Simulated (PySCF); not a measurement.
**An excited-state table with gaps**

Compound: C4H7BNP.
InChI=1S/C4H7BNP/c7-5-6-3-1-2-4-6/h1-5H,7H2

Computed with TDDFT PBE0/def2-SVPD, vertical, gas phase, core orbitals frozen in the response (PySCF). One conformer (not necessarily the lowest) at the PBE0-D3(BJ)/def2-SVP geometry, without solvent, vibrations or thermal averaging. Torsions of this conformer, `[PH2:1][BH:2][n:3]1[cH:4][cH:5][cH:6][cH:7]1`: P1–B2–N3–C4 -174°, H–P1–B2–N3 -46°, H–P1–B2–N3 -144°.

Lowest singlets, with some entries withheld (?).

| state | E (eV) | f | main configurations (H = HOMO, L = LUMO) |
| --- | --- | --- | --- |
| S1 | 4.16 | ? | H→L (99%) |
| S2 | 4.95 | 0.220 | ? |
| S3 | ? | 0.123 | H-2→L (84%) |
| S4 | ? | ? | ? |
| S5 | 6.43 | 0.067 | ? |
| S6 | 6.55 | ? | H-1→L+1 (59%), H-3→L (28%) |

Task: Fill in the withheld entries.

Result: 
- S1: f = 0.0033
- S2: H-1→L (94%)
- S3: E = 5.67 eV
- S4: E = 6.03 eV; f = 0.012; H→L+1 (95%)
- S5: H→L+2 (88%)
- S6: f = 0.024

Task: What is the mean static polarisability from the same response equations?

Result: 96.9 au (14.36 Å³), with principal values 63.9, 92.9 and 134.0 au.

Task: How far apart are S3 and S6, in eV and cm⁻¹?

Result: 6.548 − 5.670 = 0.878 eV, or about 7080 cm⁻¹.
